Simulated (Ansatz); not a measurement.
Several settings on one geometry of Al₂P₂⁻ (that of the charge -1 doublet, B3LYP-D4/def2-TZVPD). Ansatz on 2 threads of AMD EPYC 7R43 on a shared host; times are rough.

Cartesian coordinates in Å:
```
Al -1.548 -0.020 -1.412
Al 1.155 -0.349 1.713
P 0.651 -0.702 -0.637
P -0.258 1.070 0.336
```

Totals from different functionals, basis sets or treatments of relativity can't be compared as stabilities.

DK, ANO-RCC and x2c sets are all-electron and run with scalar relativity unless a key says otherwise. The 6-31G sets use Cartesian d functions. B3LYP takes the VWN-RPA correlation. Correlated methods freeze 20 core orbitals. A multiply charged anion in the gas phase is held together partly by the finite basis.

The spins typed aren't always the lowest for that charge.

(1) Give the basis size and estimate the energy, ⟨S²⟩ and time of these runs.

```csv
run,method,charge,state,further keys
1,ROKS PBE0-D3(BJ)-ATM/def2-TZVPD,-1,quartet,nuclear_model: gaussian; forces asked
2,RKS B3LYP5/6-31++G**,-2,singlet,accuracy: high; forces asked
3,UKS B3LYP-D3(BJ)/ANO-RCC-VTZP,-1,doublet,scf: {omitted_lower_state_checks: [starts]}
4,UKS PBE0-DH/def2-mTZVPP,-1,doublet,nuclear_model: gaussian; scf: {omitted_lower_state_checks: [starts]}; forces asked
5,"UHF, mp2/6-31++G**",-1,doublet,scf: {omitted_lower_state_checks: [starts]}
6,ROKS ωB97/STO-3G,-1,doublet,"point_charges: [{charge: 2.00, position_ang: [5.010, 0.768, -0.538]}]; scf: {omitted_lower_state_checks: [starts]}; forces asked"
```

## Answers

(1) 
```csv
run,functions,energy (Eh),⟨S²⟩,wall time
1,172,-1167.1346,–,64 s
2,92,-1167.3253,–,18 s
3,136,-1170.3050,0.76,19 s
4,98,-1167.0745,0.77,20 s
5,92,-1165.6246,0.83,3.2 s
6,36,-1153.8200,–,6.5 s
```

The highest occupied level of an anion often lies above zero with these methods, and sets without diffuse functions describe the outer electron poorly.
